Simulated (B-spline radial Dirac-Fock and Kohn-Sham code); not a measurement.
## Kohn-Sham estimates against Dirac-Fock for the levels of Tl⁵¹⁺

System: Tl⁵¹⁺, 1s2 2s2 2p6 3s2 3p6 3d10 4s2.

The density-functional columns are spherical, spin-unpolarised Dirac-Kohn-Sham results without Breit or QED terms: −ε is minus the orbital energy of the initial state and ΔSCF the difference of two total energies. The reference in the last column comes from Dirac-Fock (average of configuration) total-energy differences with a finite nucleus, the Breit interaction including its frequency dependence, and self-energy and vacuum-polarisation corrections. All numbers are from an atomic code on a B-spline grid, in eV; a selection of levels is shown. For the 1s level of heavy atoms much of the gap between ΔSCF and the reference is the Breit and QED part, -473.4 eV here; for other levels the error of the functional can be larger.

| level | LDA −ε | LDA ΔSCF | Dirac-Fock |
| --- | --- | --- | --- |
| K | 88189.2 | 88859.9 | 88396.5 |
| L1 | 17960.0 | 18114.8 | 18164.7 |
| L2 | 17375.3 | 17565.8 | 17521.2 |
| L3 | 15302.3 | 15466.3 | 15469.3 |
| M1 | 6252.8 | 6318.0 | 6370.3 |
| M2 | 5994.6 | 6063.5 | 6087.3 |
| M3 | 5512.8 | 5576.4 | 5604.6 |
| M4 | 5095.6 | 5168.6 | 5164.2 |
| M5 | 4990.8 | 5062.0 | 5061.6 |
| N1 | 3079.0 | 3111.8 | 3094.8 |

For the outermost level NIST gives 3094 ± 4 eV (theoretical); the differences from it are LDA −ε -15.00, LDA ΔSCF +17.76, Dirac-Fock +0.77 eV.

Values without a named source are computed, but for edge energies of neutral atoms, which are taken from tables.
